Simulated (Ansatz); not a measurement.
Abridged output of a molecular run in Ansatz:

```
Functional definition: HF
907 factors; integrals over basis functions are off by at most 5.4e-4 eV
mean field evaluation 1: about -137523.6569 eV, gradient 3.2e1 eV
mean field evaluation 2: about -137523.7075 eV, gradient 3.2e1 eV
mean field evaluation 4: about -137525.8013 eV, gradient 1.8e0 eV
mean field evaluation 8: about -137525.8197 eV, gradient 1.4e-1 eV
mean field -137525.81981956 eV, -5053.9806600200 hartree, gradient 3.8e-6 eV, S^2 0.000000; 0 other end points of the search recorded, 0 dependent functions left out
24 core orbitals not correlated: weight in the atoms' cores, before any rotation towards them, 1.000 or more for the frozen orbitals, at most 0.000 for the correlated occupied ones
reference -137525.81981956 eV, -5053.9806600200 hartree; 22, 22 occupied and 50, 50 virtual orbitals, 907 factors
second order -20.39473603 eV of doubles, -0.00000000 eV of singles
cycle   1  -19.90169505 eV  change    4.9e-1 eV  update   1.0e-1
cycle   2  -20.37444955 eV  change   -4.7e-1 eV  update   3.1e-2
cycle   3  -20.46124161 eV  change   -8.7e-2 eV  update   1.6e-2
cycle   4  -20.44995547 eV  change    1.1e-2 eV  update   3.8e-3
cycle   5  -20.44599620 eV  change    4.0e-3 eV  update   1.6e-3
cycle   6  -20.44641858 eV  change   -4.2e-4 eV  update   4.3e-4
cycle   7  -20.44629526 eV  change    1.2e-4 eV  update   1.5e-4
cycle   8  -20.44625110 eV  change    4.4e-5 eV  update   4.3e-5
perturbative correction -0.48008557 eV, -0.0176428194 hartree
Total energy: -137546.74615623 eV, -5054.7496887085 hartree
```

Its atoms:

```xyz
4

F    -0.2135   -1.6391   -0.7470
Ga   -0.0313   -0.0647   -0.0414
Cl   -1.5969    1.3170   -0.3249
Br    1.8416    0.3867    1.1134
```

(1) Which basis set was used?
A. def2-TZVPP
B. def2-QZVPP
C. cc-pV(Q+d)Z
D. def2-SVP

(2) Write the keys of the input that set method, charge and spin (a neutral closed shell needs none for the last two).

Results:

(1) D. It gives 96 functions.

(2) 
```yaml
correlation: {method: ccsd_t}
```
